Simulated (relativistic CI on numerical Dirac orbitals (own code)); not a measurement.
Method of calculation: Dirac-Coulomb-Breit CI, KLI orbitals optimised for each configuration, model QED, unscaled Slater integrals (own radial code, finite nucleus).

The strongest absorption lines from the ground level of an ion, among the configurations computed and to levels below about 500 eV (vacuum wavelength in Å, gf): 34.777 (0.14), 34.875 (0.012), 43.048 (0.004), 47.453 (0.31), 47.660 (0.11), 85.928 (0.0014), 262.46 (0.78), 392.46 (0.0039).

(1) Which ion is it?
A. Co17+
B. V11+
C. Co15+
D. Cu17+

## Answers

(1) C. Co15+ has 12 electrons and the ground level 3s² ¹S0; the strongest line goes to 3s3p ¹P°1. The pattern of lines fixes the number of electrons, and along that sequence the line energies rise steadily with the charge (about as its square where n changes within one kind of shell, about linearly where n is kept but much faster in heavy ions where fine structure, which grows about as Z⁴, sets the gap, and irregularly where shells cross), which fixes Z. Configurations outside the model, such as inner-shell arrays, can give stronger lines. At this charge energies of transitions that change n are usually good to better than 1 %, and those within a shell (Δn = 0) to a few per cent.

LS names give the leading component of a level, which can be under half, so a name can repeat, a term be missing and a line seem to break the LS rules.
